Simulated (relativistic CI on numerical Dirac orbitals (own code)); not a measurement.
Calculated at this level of theory: Dirac-Coulomb-Breit CI, separate exchange-only KLI orbitals for each configuration, a model potential for QED, unscaled Slater integrals (own radial code, finite nucleus).

Configurations in the expansion (outside the closed core [Ar] 3d10): 4s2 4p6, 4s2 4p5 4d, 4s 4p6 4d, 4s2 4p5 4f, 4s 4p6 4f, 4s2 4p5 5s, 4s2 4p5 5p, 4p6 4d 4f, 4s 4p6 5s, 4s2 4p5 5d, 4s 4p6 5p, 4s2 4p5 5f, 4s2 4p5 5g, 4s 4p6 5d, 4s2 4p5 6s, 4s2 4p5 6p, 4p6 4f 5s, 4s 4p6 5f, 4s2 4p5 6d, 4s 4p6 5g, 4s2 4p5 6f, 4p6 4d2, 4p5 4d3, 4p5 4d2 4f, 4p5 4d2 5s, 4p5 4d2 5p, 4p6 4f2, 4p5 4d 4f2, 4p5 4f3, 4p5 4f2 5s, 4p5 4f2 5p, 4p6 4d 5s, 4p5 4d 4f 5s, 4p5 4d 5s2, 4p5 4d 5s 5p. Double excitations out of closed p, d and f shells are left out; levels of such configurations are missing from the list, as are those of other unlisted configurations, and high levels can miss mixing partners. These lack a partner that the ground configuration has and come out too high: 4s2 4p5 5d, 4s2 4p5 5f, 4s2 4p5 5g, 4s2 4p5 6s, 4s2 4p5 6p.

At this charge energies of transitions that change n are usually good to better than 1 %, and those within a shell (Δn = 0) to a few per cent.

Outline of the computed level scheme of Sm XXVII. Lowest level of each configuration: 4s2 4p6 1S_0 at 0.000 eV; 4s2 4p5 4d 3P°_0 at 106.862 eV; 4s 4p6 4d 3D_1 at 221.786 eV; 4s2 4p5 4f 3G_5 at 256.530 eV; 4s 4p6 4f 3F°_2 at 371.695 eV; 4s2 4p5 5s 3P°_2 at 377.516 eV; 4s2 4p5 5p 3S_1 at 408.948 eV.

Some strong electric-dipole decays among the lowest 45 levels: 4s2 4p5 4d 1P°_1 → 4s2 4p6 1S_0 (1.6e+12 s⁻¹); 4s2 4p5 5s 1P°_1 → 4s2 4p6 1S_0 (1.0e+12 s⁻¹); 4s2 4p5 5p 3D_2 → 4s2 4p5 4d 3F°_3 (5.8e+11 s⁻¹); 4s2 4p5 5p 3D_3 → 4s2 4p5 4d 3F°_4 (5.5e+11 s⁻¹); 4s2 4p5 5s 3P°_1 → 4s2 4p6 1S_0 (4.7e+11 s⁻¹); 4s2 4p5 4f 3D_3 → 4s2 4p5 4d 3D°_2 (3.6e+11 s⁻¹); 4s2 4p5 5p 3S_1 → 4s2 4p5 4d 3P°_1 (3.4e+11 s⁻¹); 4s2 4p5 4f 3G_3 → 4s2 4p5 4d 3F°_2 (3.2e+11 s⁻¹).

LS names give the leading component of a level, which can be under half, so a name can repeat, a term be missing and a line seem to break the LS rules.
